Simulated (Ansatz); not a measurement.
Relaxation of C$_{3}$H$_{9}$NSi (14 atoms, charge 0, multiplicity 1), to a largest force component of 0.02 eV/Å in at most 40 steps.

Method: RKS PBE-D4/STO-3G in Ansatz.

```xyz
14
Properties=species:S:1:pos:R:3:forces:R:3
C -1.252 1.310 0.697 -3.19 3.88 -0.79
C 0.033 1.016 0.031 2.35 1.46 1.46
N 0.384 -0.371 0.252 -1.61 3.38 4.04
C -0.329 -1.290 -0.440 0.98 -4.34 -0.60
Si 1.844 -1.095 -0.093 2.18 -1.38 -0.73
H -1.528 2.433 0.547 0.58 -1.71 0.20
H -2.094 0.781 0.251 -0.34 -0.69 -0.07
H -1.236 1.171 1.755 0.16 -0.60 1.54
H 0.796 1.702 0.509 -0.08 -0.66 -0.49
H -0.008 1.252 -1.018 -0.11 0.54 -1.79
H -0.537 -2.285 0.025 -0.41 0.53 0.03
H -0.345 -1.303 -1.506 -0.60 0.29 -2.15
H 2.013 -2.406 0.489 0.07 -0.20 0.11
H 2.245 -0.944 -1.470 0.03 -0.50 -0.75
```

Problem. Where does it end, and by what steps?

Solution. It converged. Limits of this set-up: minimal basis. After 11 steps the energy has fallen by 2.911 eV; H12 moved furthest, 0.54 Å.

```csv
step,energy less start (eV),largest force component (eV/Å),accepted
0,0.0000,4.345,yes
1,-1.2432,2.432,yes
2,-1.8219,1.997,yes
3,-2.2706,1.657,yes
4,-2.6265,1.706,yes
5,-2.7646,1.284,yes
6,-2.8689,0.651,yes
7,-2.8872,0.674,yes
8,-2.9074,0.188,yes
9,-2.9102,0.053,yes
10,-2.9109,0.032,yes
11,-2.9111,0.018,yes
```

```xyz
14
Properties=species:S:1:pos:R:3
C -1.315 1.404 0.585
C 0.117 0.965 0.161
N 0.379 -0.474 0.642
C -0.192 -1.487 -0.417
Si 1.636 -1.339 -0.376
H -1.499 2.456 0.295
H -2.074 0.766 0.095
H -1.435 1.310 1.680
H 0.868 1.618 0.659
H 0.228 1.103 -0.943
H -0.716 -2.338 0.055
H -0.765 -1.062 -1.261
H 2.465 -2.297 0.333
H 2.290 -0.653 -1.480
```

The run took 40 s on 1 thread of Arm Neoverse V1, with other jobs on the host, peak memory 0.13 GiB.
